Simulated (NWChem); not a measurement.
The numbers come from NWChem runs, not from measurements. System: ClTe, charge 1, spin multiplicity 3, at the geometry of a parent with another charge or spin, in a state set for the comparison that need not be this species' ground state. Its SCF solution wasn't tested for a lower state. Level: UPBE0/x2c-SVPall-2c, scalar ZORA.

Job file:

```
start mol
memory heap 200 mb stack 900 mb global 1100 mb
charge 1
geometry units angstroms nocenter noautoz noautosym
  Te     0.000000     0.000000    -0.585352
  Cl     0.000000     0.000000     1.790488
end
basis spherical
  * library x2c-svpall-2c
end
relativistic
  zora on
end
dft
  xc pbe0
  odft
  mult 3
  semidirect memsize 60000000 filesize 0
  iterations 100
  grid fine
end
task dft energy
```

Output (cleaned and shortened):

```
             Northwest Computational Chemistry Package (NWChem) 7.3.0
             --------------------------------------------------------

                                NWChem Input Module
                                -------------------

 Scaling coordinates for geometry "geometry" by  1.889725989
 (inverse scale =  0.529177249)

                             Geometry "geometry" -> ""
                             -------------------------

 Output coordinates in angstroms (scale by  1.889725989 to convert to a.u.)

  No.       Tag          Charge          X              Y              Z
 ---- ---------------- ---------- -------------- -------------- --------------
    1 Te                  52.0000     0.00000000     0.00000000    -0.58535200
    2 Cl                  17.0000     0.00000000     0.00000000     1.79048800

 Effective nuclear repulsion energy (a.u.)     196.8957034631

            Nuclear Dipole moment (a.u.)
            ----------------------------
        X                 Y               Z
 ---------------- ---------------- ----------------
     0.0000000000     0.0000000000    -0.0000151178


 Summary of "ao basis" -> "" (spherical)
 ------------------------------------------------------------------------------
       Tag                 Description            Shells   Functions and Types
 ---------------- ------------------------------  ------  ---------------------
 *                       x2c-svpall-2c                on all atoms

                                 NWChem DFT Module
                                 -----------------

 Summary of "ao basis" -> "ao basis" (spherical)
 ------------------------------------------------------------------------------
       Tag                 Description            Shells   Functions and Types
 ---------------- ------------------------------  ------  ---------------------
 Te                      x2c-svpall-2c              18       50   6s8p4d
 Cl                      x2c-svpall-2c               9       21   4s4p1d

 Summary of "ao basis" -> "ao basis" (spherical)
 ------------------------------------------------------------------------------
[...]
              MO Center= -4.0D-09, -4.0D-09,  3.9D-02, r^2= 3.3D+00
   Bfn.  Coefficient  Atom+Function         Bfn.  Coefficient  Atom+Function
  ----- ------------  ---------------      ----- ------------  ---------------
    24      0.688423  1 Te pz                66      0.539372  2 Cl pz
    21      0.464674  1 Te pz                15     -0.397304  1 Te pz
    63      0.312991  2 Cl pz                 5      0.300648  1 Te s
    54     -0.221373  2 Cl s                  4     -0.182948  1 Te s
    53     -0.156585  2 Cl s                 57     -0.152461  2 Cl pz

   alpha - beta orbital overlaps
   -----------------------------

   alpha      1      2      3      4      5      6      7      8      9     10
    beta      1      2      4      5      3      6      7      8      9     10
 overlap   1.000  1.000  1.000  1.000  1.000  1.000  1.000  1.000  1.000  1.000

   alpha     11     12     13     14     15     16     17     18     19     20
    beta     11     12     13     14     15     16     17     18     19     20
 overlap   1.000  1.000  1.000  1.000  1.000  1.000  1.000  0.960  0.960  1.000

   alpha     21     22     23     24     25     26     27     28     29     30
    beta     21     22     23     24     25     26     27     28     29     30
 overlap   1.000  1.000  1.000  1.000  1.000  1.000  1.000  1.000  0.998  0.995

   alpha     31     32     33     34     35     36     37     38     39     40
    beta     31     32     33     34     35     36     37     38     39     40
 overlap   0.996  0.955  0.955  0.955  0.955  0.999  0.999  1.000  1.000  1.000

   alpha     41     42     43     44     45     46     47     48     49     50
    beta     41     42     43     44     45     46     47     48     50     49
 overlap   1.000  0.998  0.999  0.999  0.998  0.999  1.000  1.000  0.981  0.981

   alpha     51     52     53     54     55     56     57     58     59     60
    beta     51     52     53     54     55     56     57     58     59     60
 overlap   0.999  1.000  1.000  1.000  0.987  0.987  1.000  1.000  1.000  1.000

   alpha     61     62     63     64     65     66     67     68     69     70
    beta     61     62     63     64     65     66     67     68     69     70
 overlap   1.000  1.000  1.000  1.000  1.000  1.000  1.000  1.000  1.000  1.000

   alpha     71
    beta     71
 overlap   1.000

     --------------------------
     Expectation value of S2:
     --------------------------
      <S2> =      2.0050 (Exact =     2.0000)

 center of mass
 --------------
 x =   0.00000000 y =   0.00000000 z =  -0.15392651

 moments of inertia (a.u.)
 ------------------
         555.378028922360           0.000000000000           0.000000000000
           0.000000000000         555.378028922360           0.000000000000
           0.000000000000           0.000000000000           0.000000000000

     Multipole analysis of the density
     ---------------------------------

     L   x y z        total         alpha         beta         nuclear
     -   - - -        -----         -----         ----         -------
     0   0 0 0      1.000000    -35.000000    -33.000000     69.000000

     1   1 0 0      0.000000      0.000000     -0.000000      0.000000
     1   0 1 0      0.000000      0.000000     -0.000000      0.000000
     1   0 0 1     -0.770556      0.305179     -1.075719     -0.000015

     2   2 0 0    -25.975998    -15.642436    -10.333562      0.000000
     2   1 1 0      0.000000      0.000000      0.000000      0.000000
     2   1 0 1     -0.000000     -0.000000      0.000000      0.000000
     2   0 2 0    -25.975998    -15.642436    -10.333562      0.000000
     2   0 1 1     -0.000000     -0.000000      0.000000      0.000000
     2   0 0 2    -20.821495   -143.467166   -135.601293    258.246965

 Task  times  cpu:       20.7s     wall:       20.7s

 Total times  cpu:       20.7s     wall:       20.7s
```
